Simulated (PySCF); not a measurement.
## Working out the ionisation energy of N²⁺

N²⁺ [He] 2s2 2p1 (2P) → N³⁺ [He] 2s2 (1S). All numbers are calculated (PySCF 2.14, no relativity, point nucleus, in def2-TZVPPD (6s3p3d1f, 37 functions)). Frozen: nothing. Energies in hartree (1 hartree = 27.21139 eV):

```json
{"part": "UHF", "N²⁺ (lower)": "-52.818581", "N³⁺ (upper)": "-51.080460"}
{"part": "CCSD correlation", "N²⁺ (lower)": "-0.099004", "N³⁺ (upper)": "-0.101000"}
{"part": "(T)", "N²⁺ (lower)": "-0.001208", "N³⁺ (upper)": "-0.000285"}
```

Task: What does Hartree-Fock give?

Result: (-51.080460) − (-52.818581) = 1.738121 hartree = 47.297 eV.

Task: What do CCSD and CCSD(T) give?

Result: The CCSD correlation energies differ by -0.001996 hartree = -0.054 eV and the triples by 0.000923 hartree = 0.025 eV, so CCSD gives 47.243 eV and CCSD(T) 47.268 eV.

A first-order spin-orbit estimate adds 0.015 eV to CCSD(T) (valence and next inner shell), giving 47.283 eV against 47.445 eV (semi-empirical (NIST evaluation); NIST Atomic Spectra Database, ionization energies).

The coupled-cluster amplitudes are large, so a single reference is strained.

What remains against the reference includes basis incompleteness and higher excitations.
